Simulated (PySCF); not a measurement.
C2H3F3Si, SMILES C=C[Si](F)(F)F, CAM-B3LYP/def2-SVP optimised geometry.

```
9

C     -2.09    -1.00    -2.29
C     -1.27    -1.63    -1.44
Si    -0.56    -0.76     0.00
F     -1.00    -1.41     1.40
F      1.04    -0.76     0.00
F     -1.04     0.76     0.00
H     -2.35     0.05    -2.15
H     -2.52    -1.50    -3.16
H     -1.03    -2.69    -1.62
```

Density from CAM-B3LYP/def2-TZVP run with PySCF 2.14.0 at that geometry.

Minimum of the electron density along straight lines between bonded atoms, close to the bond critical point (lines longer than 1.1 times the sum of covalent radii, or with two minima, are not listed):

| bond | length / Å | ρ at the minimum / e bohr⁻³ | ∇²ρ there / e bohr⁻⁵ | position (fraction from the first atom) |
|---|---|---|---|---|
| C1–C2 | 1.336 | 0.350 | -1.06 | 0.51 |
| C2–Si3 | 1.827 | 0.138 | 0.19 | 0.61 |
| Si3–F4 | 1.600 | 0.141 | 0.96 | 0.42 |
| Si3–F5 | 1.600 | 0.141 | 0.96 | 0.42 |
| Si3–F6 | 1.601 | 0.140 | 0.96 | 0.42 |
| C1–H7 | 1.094 | 0.282 | -1.01 | 0.65 |
| C1–H8 | 1.094 | 0.281 | -1.00 | 0.65 |
| C2–H9 | 1.096 | 0.276 | -0.96 | 0.65 |
